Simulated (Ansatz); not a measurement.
Total energies of ClGaH3NS (`[NH2][Ga]([SH])[Cl]`).

```xyz
7

N    -0.955    0.367    1.137
Ga    0.301   -0.024   -0.090
S    -0.151   -0.935   -2.026
Cl    2.340    0.380    0.421
H    -0.737    0.869    1.980
H    -1.942    0.314    0.956
H     1.144   -0.971   -2.378
```

Total charge 0; spin multiplicity 1. Correlated methods include outer-core shells of Ga, which these sets cover unevenly. Scalar relativity is left out up to krypton. All single points use the PBE0-D4/def2-TZVP geometry. It is one conformer, not always the lowest. Basis def2-TZVPP, Ansatz.

RPA on PBE orbitals: Hartree–Fock energy of these orbitals -2836.59294 Eh, correlation -1.27941 Eh (frozen core).

| functional | energy without D4 (Eh) | D4 term (kJ/mol) |
| --- | --- | --- |
| LDA (SPW92) | -2833.63487 | – |
| PBE | -2839.25851 | -17.9 |
| revPBE | -2839.65995 | -43.6 |
| BLYP | -2840.02005 | -37.8 |
| r2SCAN | -2839.88271 | -4.2 |
| B97M-V | -2839.37859 | – |
| PBE0 | -2839.37235 | -15.4 |
| B3LYP | -2840.06099 | -29.3 |
| r2SCANh | -2839.86578 | -4.6 |
| r2SCAN0 | -2839.84190 | -5.1 |
| HSE06 (plane-wave form) | -2839.35407 | -14.7 |
| BHLYP | -2839.91871 | -26.3 |
| CAM-B3LYP | -2840.09730 | -16.2 |
| LC-ωPBE | -2839.45675 | – |
| ωB97X-V | -2839.65544 | – |
| ωB97M-V | -2839.80896 | – |
| B2PLYP | -2839.31603 | – |
| PBE-QIDH | -2838.86323 | – |

B3LYP takes the VWN-RPA correlation (the form of Gaussian; ORCA's B3LYP/G). HSE06 is the plane-wave form, built on full-range PBE exchange. The double hybrids freeze the cores in their second-order part.

LC-ωPBE has ω = 0.4 bohr⁻¹.
